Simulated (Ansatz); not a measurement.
Input file for Ansatz (a program for electronic structure): U-BHLYP/def2-TZVPP on N (SMILES [N]).

Ansatz 0.2 input:
```yaml
crystal:
  periodic: [false, false, false]
  atoms:
    - {symbol: N, position_ang: [0.00000000, 0.00000000, 0.00000000]}
basis:
  gaussian:
    orbitals: def2-TZVPP
hamiltonian:
  xc: {name: BHLYP}
magnetization: {spin_polarized: true, initial_magnetization: 3}
```

Output:

```
WARN ansatz: RAYON_NUM_THREADS=1 ignored (pool sized by the plan → 1); use --threads N
Functional definition: BHLYP
integrals: 0.00 GiB planned
169 factors; their error is unknown
mean field: 0.06 GiB planned
mean field evaluation 1: about -1485.4030 eV, gradient 5.1e0 eV
mean field evaluation 2: about -1485.4690 eV, gradient 1.5e0 eV
mean field evaluation 4: about -1485.4777 eV, gradient 9.7e-3 eV
mean field evaluation 8: about -1485.4927 eV, gradient 8.1e-4 eV
mean field -1485.49270930 eV, -54.5908501637 hartree, gradient 4.7e-5 eV, S^2 3.754358; 0 other end points of the search recorded, 0 dependent functions left out
reference -1485.49280672 eV, -54.5908537438 hartree; 5, 2 occupied and 26, 29 virtual orbitals, 169 factors
Total energy: -1485.49280672 eV, -54.5908537438 hartree
```

Self-consistency was reached.

Cost: roughly 0.4 core-seconds.
